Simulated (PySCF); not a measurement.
## FSeN: from structure and modes to constants

Method: PBE0 in PySCF with Se def2-TZVP, N def2-TZVP, F def2-TZVP; no relativity; density-fitted integrals.

The singlet minimum has Cs symmetry. Masses (u): Se 79.91652, N 14.00307, F 18.99840.

```xyz
3
charge 0 multiplicity 1, angstrom
Se   -0.0894    0.0000   -0.2778
N    -1.4039    0.0000    0.6187
F     1.4109    0.0000    0.7126
```

Harmonic wavenumbers (cm⁻¹): 290.8 (a', ×1), 578.3 (a', ×1), 1142.4 (a', ×1).

Task: Find the principal moments of inertia and the rotational constants. What kind of rotor is it?

Result: About the centre of mass I = 19.466, 67.767, 87.234 u Å². With B = 16.8576/I this gives 0.866, 0.2488, 0.1932 cm⁻¹. The molecule is an asymmetric top with κ = -0.83.

Task: Find the vibrational entropy and heat capacity at 298.15 K.

Result: With u = 1.43878 ω/T, each mode gives S = R[u/(eᵘ−1) − ln(1−e⁻ᵘ)] and C = R u² eᵘ/(eᵘ−1)².
```
ω (cm⁻¹)      u  S (J/(mol K))  C (J/(mol K))
   290.8  1.403           6.15           7.07
   578.3  2.791           2.04           4.51
  1142.4  5.513           0.22           1.03
```
The sums over all modes are S = 8.4 and C = 12.6 J/(mol K); the softest mode gives 73 % of the entropy.

This need not be the most stable arrangement of these atoms.
